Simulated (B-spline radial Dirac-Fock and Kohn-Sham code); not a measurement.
# Photoelectron lines of Lu⁺ at 6000 eV

System: lutetium as Lu⁺, [Xe] 4f14 6s2.

Calculated with a B-spline atomic structure program, using Dirac-Hartree-Slater photoionisation with all multipoles and Dirac-Fock thresholds. The asymmetry parameter β is from the dipole term alone. Kinetic energies are from the vacuum level.

The last column is dσ/dΩ = σ/(4π) · [1 − (β/2) P₂(cos θ)] at θ = 0° from the beam of unpolarised light.

| subshell | electrons | binding (eV) | kinetic (eV) | σ (kb) | β | dσ/dΩ (kb/sr) |
| --- | --- | --- | --- | --- | --- | --- |
| 3s | 2 | 2516.3 | 3483.7 | 8.60 | 1.95 | 0.0154 |
| 3p1/2 | 2 | 2284.8 | 3715.2 | 11.3 | 1.60 | 0.181 |
| 3p3/2 | 4 | 2046.0 | 3954.0 | 20.9 | 1.68 | 0.267 |
| 3d3/2 | 4 | 1658.3 | 4341.7 | 13.5 | 1.26 | 0.398 |
| 3d5/2 | 6 | 1607.3 | 4392.7 | 18.3 | 1.18 | 0.595 |
| 4s | 2 | 530.6 | 5469.4 | 2.30 | 1.96 | 0.00379 |
| 4p1/2 | 2 | 435.8 | 5564.2 | 2.59 | 1.63 | 0.0377 |
| 4p3/2 | 4 | 381.7 | 5618.3 | 4.61 | 1.72 | 0.0512 |
| 4d3/2 | 4 | 225.9 | 5774.1 | 2.43 | 1.27 | 0.0708 |
| 4d5/2 | 6 | 216.1 | 5783.9 | 3.27 | 1.17 | 0.108 |
| 4f5/2 | 6 | 24.23 | 5975.8 | 0.214 | 0.78 | 0.0104 |
| 4f7/2 | 8 | 22.79 | 5977.2 | 0.264 | 0.76 | 0.0130 |
| 5s | 2 | 80.07 | 5919.9 | 0.390 | 1.96 | 0.000634 |
| 5p1/2 | 2 | 50.81 | 5949.2 | 0.356 | 1.64 | 0.00516 |
| 5p3/2 | 4 | 43.82 | 5956.2 | 0.602 | 1.72 | 0.00665 |
| 6s | 2 | 12.60 | 5987.4 | 0.0478 | 1.96 | 7.73e-05 |

Branching ratios of the spin-orbit partners (statistical value in brackets): 3p 1.85 (2.00), 3d 1.36 (1.50), 4p 1.78 (2.00), 4d 1.34 (1.50), 4f 1.23 (1.33), 5p 1.69 (2.00).
